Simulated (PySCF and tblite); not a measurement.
Results of a calculation; reference values are marked as such.
C₇H₁₀O, numbered as in [O:1]=[CH:2][C@@H:3]1[C@H:4]2[CH2:5][CH2:6][CH2:7][C@@H:8]12.

Search: ETKDG and KDG, MMFF94s, GFN2-xTB, 90 starts; geometries at GFN2-xTB. Weights use CAM-B3LYP-D3(BJ)/pcSseg-1 (IEF-PCM, dichloromethane) energies plus GFN2-xTB zero-point and thermal terms (modes under about 100 cm⁻¹ blended into free rotors). Symmetry numbers and mirror images are counted. Conformers within 3 kcal/mol (GFN2-xTB free energy) were kept, 7 at most. Programs: PySCF with density fitting and tblite.

Torsions listed: O1–C2–C3–C4. The 5-ring runs over atoms 4–5–6–7–8.

```
conformer                                                        shape  symmetry  dipole D
        1    5-ring envelope (ring torsions 26, -26, 16, 0, -16°); 33°        Cs      3.92
        2  5-ring envelope (ring torsions 26, -26, 16, 0, -16°); -147°        Cs      4.67
        3  5-ring envelope (ring torsions -25, 25, -15, 0, 16°); -146°        Cs      4.59
        4    5-ring envelope (ring torsions -25, 25, -15, 0, 15°); 33°        Cs      3.83
```

(1) Which of these conformers is the most populated at 298.15 K, and with what share?

(2) Give the DFT energies and free energies relative to the lowest, and all weights.

(3) How does its share change from 250 K to 373.15 K?

## Answers

(1) Conformer 1, about 62 %. The lead over the next is within the error of the method.

(2) 
| conformer | shape | E(DFT) kcal/mol | G(298.15 K) kcal/mol | weight % |
| --- | --- | --- | --- | --- |
| 1 | 5-ring envelope (ring torsions 26, -26, 16, 0, -16°); 33° | 0.00 | 0.00 | 62.0 |
| 2 | 5-ring envelope (ring torsions 26, -26, 16, 0, -16°); -147° | 0.23 | 0.30 | 37.5 |
| 3 | 5-ring envelope (ring torsions -25, 25, -15, 0, 16°); -146° | 3.59 | 3.48 | 0.2 |
| 4 | 5-ring envelope (ring torsions -25, 25, -15, 0, 15°); 33° | 3.19 | 2.99 | 0.4 |

(3) From 64 % to 59 %; the mixing entropy goes from 1.33 to 1.50 cal/(mol K).
